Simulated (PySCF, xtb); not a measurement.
Mo(O)2(Br)(NH2) (BrH₂MoNO₂), SMILES [NH2][Mo](=[O])(=[O])[Br], multiplicity 1. Other conformers were not sampled.

Harmonic wavenumbers (cm⁻¹) from GFN2-xTB run with xtb at its own minimum, in rising order: 131, 147, 203, 203, 235, 299, 372, 534, 592, 657, 912, 1000, 1448, 3292, 3302.

Problem. What does PBE-D3(BJ)/def2-SVP (PySCF) give at its own minimum? (The exact figures need the calculation; the answer reports its results.)

Solution. 141, 155, 208, 222, 289, 344, 377, 495, 626, 709, 989, 1000, 1447, 3457, 3562. Paired by order, the mean absolute difference is 51 cm⁻¹ and the zero-point energies are 19.1 and 20.0 kcal/mol.
